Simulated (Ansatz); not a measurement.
Ansatz (a first-principles code) input (CCSD(T)/aug-cc-pV(D+d)Z):
A basis named .json is the Basis Set Exchange file of that set.

Ansatz 0.2 input:
```yaml
crystal:
  periodic: [false, false, false]
  atoms:
    - {symbol: Si, position_ang: [-0.13787063, -0.07998322, 0.00730338]}
    - {symbol: F, position_ang: [0.25878282, -0.10208609, -1.62908327]}
    - {symbol: C, position_ang: [-1.59006674, -0.84013768, 0.61141655]}
    - {symbol: C, position_ang: [1.46419382, -0.83553323, 0.70827019]}
    - {symbol: C, position_ang: [-0.08787494, 1.80223066, 0.29642646]}
    - {symbol: H, position_ang: [-1.64825189, -1.91985398, 0.74007185]}
    - {symbol: H, position_ang: [-2.56315789, -0.36495765, 0.49730019]}
    - {symbol: H, position_ang: [1.43511707, -1.92573711, 0.61440985]}
    - {symbol: H, position_ang: [1.57671761, -0.59988683, 1.76952098]}
    - {symbol: H, position_ang: [2.35199730, -0.47874324, 0.17610715]}
    - {symbol: H, position_ang: [0.02786011, 2.03241948, 1.35852935]}
    - {symbol: H, position_ang: [-1.02573828, 2.25652306, -0.03858175]}
    - {symbol: H, position_ang: [0.72908652, 2.27941771, -0.25453462]}
basis:
  gaussian:
    orbitals: aug-cc-pV_D+d_Z.json
total_charge: -1
magnetization: {spin_polarized: false}
correlation: {method: ccsd_t, electrons: outside_noble_gas}
output: {forces: true}
```

End of the output:

```
cycle   2  -22.68542526 eV  change   -5.1e-1 eV  update   3.2e-2
cycle   3  -22.82007121 eV  change   -1.3e-1 eV  update   1.7e-2
cycle   4  -22.82093950 eV  change   -8.7e-4 eV  update   4.2e-3
cycle   5  -22.81843111 eV  change    2.5e-3 eV  update   2.2e-3
cycle   6  -22.81825645 eV  change    1.7e-4 eV  update   8.6e-4
cycle   7  -22.81829742 eV  change   -4.1e-5 eV  update   4.4e-4
cycle   8  -22.81824432 eV  change    5.3e-5 eV  update   1.9e-4
cycle   9  -22.81823078 eV  change    1.4e-5 eV  update   7.4e-5
cycle  10  -22.81826720 eV  change   -3.6e-5 eV  update   3.4e-5
cycle  11  -22.81824285 eV  change    2.4e-5 eV  update   1.6e-5
cycle  12  -22.81823437 eV  change    8.5e-6 eV  update   8.4e-6
cycle  13  -22.81823692 eV  change   -2.5e-6 eV  update   4.3e-6
cycle  14  -22.81823742 eV  change   -5.0e-7 eV  update   2.1e-6
perturbative correction -0.75141452 eV, -0.0276139743 hartree
the calculation of the forces begins
Total energy: -13811.94678357 eV, -507.5796822224 hartree
Atom 0 at    -0.137871    -0.079983     0.007303 Å, force     0.358229     0.266268     0.355368 eV/Å
Atom 1 at     0.258783    -0.102086    -1.629083 Å, force     0.160801    -0.007784    -0.655844 eV/Å
Atom 2 at    -1.590067    -0.840138     0.611417 Å, force    -0.137270    -0.049028     0.203300 eV/Å
Atom 3 at     1.464194    -0.835533     0.708270 Å, force    -0.298460     0.143635    -0.157749 eV/Å
Atom 4 at    -0.087875     1.802231     0.296426 Å, force    -0.003202    -0.358161    -0.079401 eV/Å
Atom 5 at    -1.648252    -1.919854     0.740072 Å, force    -0.017942    -0.547273     0.082552 eV/Å
Atom 6 at    -2.563158    -0.364958     0.497300 Å, force    -0.489838     0.254721    -0.042666 eV/Å
Atom 7 at     1.435117    -1.925737     0.614410 Å, force    -0.005433    -0.502634    -0.036670 eV/Å
Atom 8 at     1.576718    -0.599887     1.769521 Å, force     0.052288     0.102098     0.487961 eV/Å
Atom 9 at     2.351997    -0.478743     0.176107 Å, force     0.391582     0.167641    -0.244474 eV/Å
Atom 10 at     0.027860     2.032419     1.358529 Å, force     0.048119     0.109183     0.486855 eV/Å
Atom 11 at    -1.025738     2.256523    -0.038582 Å, force    -0.429338     0.217800    -0.149154 eV/Å
Atom 12 at     0.729087     2.279418    -0.254535 Å, force     0.370463     0.203532    -0.250078 eV/Å
Dipole moment:     0.680812     0.387311    -0.085060 e Å
```

It need not be the lowest isomer of its formula. Whether it binds its extra electron was not tested at this geometry.
